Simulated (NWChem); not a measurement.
# Correlation energy of GeSe

```
Ge
Se 1 2.1689
```
Charge 0, spin multiplicity 1.

The numbers come from NWChem runs, not from measurements. Structure: optimised with PBE/def2-SVP, a minimum by its harmonic frequencies.

Basis set: def2-TZVP. Each correlation energy counts from its own Hartree-Fock reference.

The Hamiltonian is non-relativistic. The correlated methods keep 18 core orbitals frozen. The structure started from a generated list of species. No row is a measurement; the coupled-cluster row has its own basis-set and correlation limits.

```json
[
 {"method": "MP2", "correlation energy (mHa)": "-485.5"},
 {"method": "SCS-MP2", "correlation energy (mHa)": "[?]"},
 {"method": "CR-CCSD[T]", "correlation energy (mHa)": "[?]"},
 {"method": "CR-CCSD(T)", "correlation energy (mHa)": "-503.7"},
 {"method": "CCSD", "correlation energy (mHa)": "-485.2"},
 {"method": "CCSD+T(CCSD)", "correlation energy (mHa)": "[?]"},
 {"method": "CCSD(T)", "correlation energy (mHa)": "-509.7"}
]
```

Question: Complete the blanks.

Answer: 
- SCS-MP2, correlation energy (mHa): -450.9
- CR-CCSD[T], correlation energy (mHa): -505.5
- CCSD+T(CCSD), correlation energy (mHa): -512.0
